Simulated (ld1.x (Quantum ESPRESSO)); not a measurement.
## Before and after: TM potential for W (Z = 74)

tungsten (W), norm-conserving Troullier–Martins (Kleinman–Bylander form), made with ld1.x (Quantum ESPRESSO) 7.5 (LDA (PZ), scalar-relativistic). Core [Xe] 4f14, reference 5d4 6s0 6p0 (charge +2). Waves: 6s (bound, empty): rc 2.50 bohr; 6p (bound, empty): rc 3.10 bohr; 5d (bound): rc 2.15 bohr. Local part: all-electron potential smoothed inside 3.10 bohr (lloc = -1). Core correction: none.

All-electron outer shells of the reference configuration (LDA (PZ), scalar-relativistic, ld1.x):

```csv
shell,level (eV),outermost node (bohr),outermost maximum (bohr)
4f,-49.69,–,0.43
5d,-20.20,0.63,1.49
6s,-19.64,1.27,2.48
6p,-13.17,1.51,3.07
```

Change: wave 6s (bound): rc 2.50 bohr becomes 6s (bound): rc 1.78 bohr.

Cutoffs: the cutoffs (Ry, on a coarse ladder) from which the occupation-weighted sum of valence levels, in a spherical-Bessel basis at the reference potential, stays within 10 and 1 mRy of its value at 400 Ry; they do not see the model core or the augmentation charge, which bear on the density cutoff. Errors are all-electron minus pseudo energies relative to the spin-unpolarised reference configuration.

Task: What does the change do?

Result: The potential gets neither clearly harder nor softer (30 Ry and 35 Ry → 30 Ry and 35 Ry); of the 9 tests that both files solve, the error grows in 4 and shrinks in 0 by more than 15 % and 0.3 meV (median size 37.5 → 131.1 meV); neither file shows a bound ghost. That the errors move this way runs against the usual rule that smaller radii transfer better.

| quantity | base | changed |
| --- | --- | --- |
| cutoff, loose | 30 Ry | 30 Ry |
| cutoff, tight | 35 Ry | 35 Ry |
| bound ghosts | none | none |
| error for 5d4 6s2 6p0, meV [ΔE -25.16 eV] | +85 | +257 |
| error for 5d4 6s1 6p0, meV [ΔE -16.03 eV] | +33 | +109 |
| error for 5d3 6s0 6p0, meV [ΔE 25.70 eV] | -16 | -16 |
| error for 5d4 6s1 6p1, meV [ΔE -20.59 eV] | +60 | +131 |
| error for 5d4 6s0 6p2, meV [ΔE -15.72 eV] | +38 | +38 |
| error for 5d3 6s2 6p0, meV [ΔE -16.10 eV] | +18 | +433 |
| error for 5d2 6s0 6p0, meV [ΔE 63.25 eV] | +13 | +13 |
| error for 5d4 6s0 6p0 (spin-polarised), meV [ΔE -2.36 eV] | +2820 | +2820 |
| error for 5d4 6s2 6p0 (spin-polarised), meV [ΔE -27.09 eV] | +2279 | +2434 |
| s: phases at 3.37 bohr within 0.05 rad from the reference energy up to (Ry; the scan ends near 5) | -0.1 | -0.6 |
| p: phases at 3.37 bohr within 0.05 rad from the reference energy up to (Ry; the scan ends near 5) | 0.3 | 0.3 |
| d: phases at 3.37 bohr within 0.05 rad from the reference energy up to (Ry; the scan ends near 5) | -0.1 | -0.1 |

Changed file: The cutoffs count occupied waves only; the empty 6s level needs 50 Ry at the loose tolerance.
